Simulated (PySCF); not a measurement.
# Vibration and rotation of HoO

ROHF-MP2 constants of HoO, quartet, about 10.2 electrons in the 4f shell (Mulliken), real f orbitals that mix terms (Ho x2c-SVPall, O x2c-SVPall; spin-free X2C with a Gaussian nucleus (PySCF 2.14); masses 164.9303 and 15.9949 u):

* ωe: 862.1 cm⁻¹
* ωexe: 2.82 cm⁻¹
* Be: 0.36002 cm⁻¹
* αe: 0.00170 cm⁻¹
* D (centrifugal): 2.51e-07 cm⁻¹

Q: Give the vibrational terms G(v) and spacings up to v = 6.

A: G(v) = ωe(v+½) − ωexe(v+½)².

```json
{"v": "0", "G(v) (cm⁻¹)": "430", "G(v) − G(v−1)": "", "Bv (cm⁻¹)": "0.3592"}
{"v": "1", "G(v) (cm⁻¹)": "1287", "G(v) − G(v−1)": "856", "Bv (cm⁻¹)": "0.3575"}
{"v": "2", "G(v) (cm⁻¹)": "2138", "G(v) − G(v−1)": "851", "Bv (cm⁻¹)": "0.3558"}
{"v": "3", "G(v) (cm⁻¹)": "2983", "G(v) − G(v−1)": "845", "Bv (cm⁻¹)": "0.3541"}
{"v": "4", "G(v) (cm⁻¹)": "3822", "G(v) − G(v−1)": "840", "Bv (cm⁻¹)": "0.3524"}
{"v": "5", "G(v) (cm⁻¹)": "4656", "G(v) − G(v−1)": "834", "Bv (cm⁻¹)": "0.3507"}
{"v": "6", "G(v) (cm⁻¹)": "5485", "G(v) − G(v−1)": "828", "Bv (cm⁻¹)": "0.3490"}
```

Correlated steps freeze 19 core orbitals. These are scalar-relativistic numbers at best; spin–orbit coupling would shift them, the dissociation energy most. The state is the lowest single determinant that the PBE0 search found; with open d or f shells the true ground state can be another one.
